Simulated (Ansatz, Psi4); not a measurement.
The Psi4 input:
```
memory 2 GB

molecule {
0 1
C    -0.00358310   -0.00726810    1.44953113
C    -0.00031404   -0.00063701    0.12704302
H    -0.00279626    0.90390212    2.02374365
H    -0.00718605   -0.92415062    2.01456675
C     0.00471228    1.26727735   -0.67219236
H     0.00522655    2.14004904   -0.02485143
H     0.88583506    1.30548006   -1.31233657
H    -0.87305594    1.30972549   -1.31666310
C    -0.00135772   -1.26047284   -0.68488177
H    -0.00505058   -2.13969210   -0.04633590
H    -0.87930414   -1.29223249   -1.32972503
H     0.87958687   -1.29647792   -1.32539850
}

set {
  basis sto-3g
  scf_type pk
  puream true
  d_convergence 1e-8
  dft_radial_points 99
  dft_spherical_points 590
}

energy('b3lyp')
print_variables()
```

**Question.** Convert this to an input for Ansatz (a program for electronic structure).

**Answer.** One answer among several that fit: 
Ansatz 0.2 input:
```yaml
crystal:
  periodic: [false, false, false]
  atoms:
    - {symbol: C, position_ang: [-0.00358310, -0.00726810, 1.44953113]}
    - {symbol: C, position_ang: [-0.00031404, -0.00063701, 0.12704302]}
    - {symbol: H, position_ang: [-0.00279626, 0.90390212, 2.02374365]}
    - {symbol: H, position_ang: [-0.00718605, -0.92415062, 2.01456675]}
    - {symbol: C, position_ang: [0.00471228, 1.26727735, -0.67219236]}
    - {symbol: H, position_ang: [0.00522655, 2.14004904, -0.02485143]}
    - {symbol: H, position_ang: [0.88583506, 1.30548006, -1.31233657]}
    - {symbol: H, position_ang: [-0.87305594, 1.30972549, -1.31666310]}
    - {symbol: C, position_ang: [-0.00135772, -1.26047284, -0.68488177]}
    - {symbol: H, position_ang: [-0.00505058, -2.13969210, -0.04633590]}
    - {symbol: H, position_ang: [-0.87930414, -1.29223249, -1.32972503]}
    - {symbol: H, position_ang: [0.87958687, -1.29647792, -1.32539850]}
basis:
  gaussian:
    orbitals: STO-3G
hamiltonian:
  xc: b3lyp
accuracy: high
```

Both were run: Psi4 gave -155.327002 Eh and Ansatz -155.327002 Eh, 0.000 mEh apart.
